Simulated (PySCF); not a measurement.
Excitations are Tamm–Dancoff values on a coarser integration grid. The basis has no diffuse functions, so Rydberg states are missing or too high.

Cartesian coordinates (Å):
```xyz
13

C      2.0811    -0.0568     0.7049
O      1.4362     0.6695    -0.3140
Sn     0.0455    -0.1891    -1.4583
O     -1.4188    -0.7908    -0.2438
C     -2.1203     0.1329     0.5538
H      2.5982    -0.9646     0.3305
H      1.3873    -0.3788     1.5068
H      2.8476     0.5900     1.1672
H     -0.4838     1.0851    -2.4727
H      0.6277    -1.6477    -2.1416
H     -2.6076     0.9355    -0.0378
H     -2.9179    -0.4048     1.0962
H     -1.4751     0.6244     1.3089
```
Charge 0, multiplicity 1.

Question: Estimate the HOMO, T1 excitation (TDA) and HOMO–LUMO gap that M06-2X/def2-TZVP // B3LYP-D3(BJ)/def2-SVP in PySCF returns for this input.

Answer: 
The HOMO is -9.20 eV and the T1 excitation (TDA) comes out as 5.73 eV. The HOMO–LUMO gap is 9.55 eV.
